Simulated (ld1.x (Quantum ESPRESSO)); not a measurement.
## Transferability test, TM potential for bismuth (Bi)

```json
{"Element": "Bi (Z = 83)", "Generator": "ld1.x (Quantum ESPRESSO) 7.5", "Type": "norm-conserving Troullier–Martins (Kleinman–Bylander form)", "Functional": "PBEsol", "Relativity": "scalar-relativistic", "Frozen core": "[Xe] 4f14", "Valence charge": "15", "Reference configuration": "5d10 6s2 6p3", "Partial waves": "6s (bound): rc 1.45 bohr; 6p (bound): rc 2.20 bohr; 5d (bound): rc 1.60 bohr", "Local potential": "the d channel", "Core correction": "a·sin(br)/r model core inside 0.85 bohr"}
```

Energies are relative to the spin-unpolarised reference configuration 5d10 6s2 6p3; without spin polarisation the order of configurations can differ from experiment. Not all tests gave a result: 2 of 7 tests not solved or not reliable. Left out of the table: 5d9 6s2 6p3 (solver errors, printed error -1593 eV); 5d9 6s2 6p4 (solver errors, printed error -1604 eV). The frozen-core shift is the all-electron ΔE with the core orbitals held at their reference shape minus the fully relaxed ΔE.

```csv
valence configuration,charge,ΔE all-electron (eV),error AE − PS (meV),frozen-core shift (meV)
5d10 6s2 6p2,+1,7.949,-5.7,+3.1
5d10 6s2 6p1,+2,23.239,-21,+10
5d10 6s2 6p0,+3,46.596,-46,+23
5d10 6s2 6p3.3,-0.3,-1.100,+0.5,-0.6
```

(1) What are ΔE and the potential's error for 5d10 6s2 6p2.5?

Levels in the configuration 5d10 6s2 6p2:

```json
{"level": "5d", "all-electron (eV)": "-35.190", "pseudo (eV)": "-35.169"}
{"level": "6s", "all-electron (eV)": "-22.194", "pseudo (eV)": "-22.197"}
{"level": "6p", "all-electron (eV)": "-11.482", "pseudo (eV)": "-11.487"}
```

Note: ghost states, extra bound levels that the all-electron valence spectrum of the same l lacks: s at -79.8 eV, p at -28.1 eV. A true bound ghost makes a file unfit for plane-wave use.

Answers

(1) ΔE = 3.113 eV all-electron; the error (AE − PS) is -1.8 meV.

A variational frozen-core shift is positive and of second order in the change. This column holds negative values, so the frozen-core run of ld1.x carries numerical noise or an error of first order here, and the column gives no more than the rough size of the effect.
